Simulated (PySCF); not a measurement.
Hf(F)3(OH)(OH2) (F3H3HfO2), SMILES [Hf]([F])([F])(<-[OH2])([OH])[F], multiplicity 1. Coordinates come from a B3LYP-D3(BJ)/def2-SVP optimisation. The multiplicity is an assumed one; no other spin state was optimised. The structure was generated by enumeration; whether it is a known compound was not checked. The def2 effective core potentials stand for the cores of Hf; spin–orbit coupling is left out. The values are those of a single conformer.

Computed with B3LYP-D3(BJ)/def2-SVP run with PySCF.

Harmonic wavenumbers (cm⁻¹): 82, 90, 147, 148, 184, 192, 203, 241, 289, 318, 318, 382, 525, 623, 630, 647, 715, 1587, 3778, 3875, 3992. Rotational constants (GHz): 2.434, 1.818, 1.768; symmetry number 1.

Question: Work out the zero-point energy and the ideal-gas rigid-rotor harmonic-oscillator thermochemistry at 298.15 K and 1 atm.

Answer: ZPE = ½ Σ hcν = ½ × 18965 cm⁻¹ = 113.44 kJ/mol. H − E(el) = 142.62 kJ/mol. Entropy in J/(mol K): translation 178.59, rotation 117.61, vibration 119.50, total 415.71. G − E(el) = 18.68 kJ/mol. Cp = 144.02 J/(mol K). Modes under 150 cm⁻¹ make the vibrational entropy uncertain.
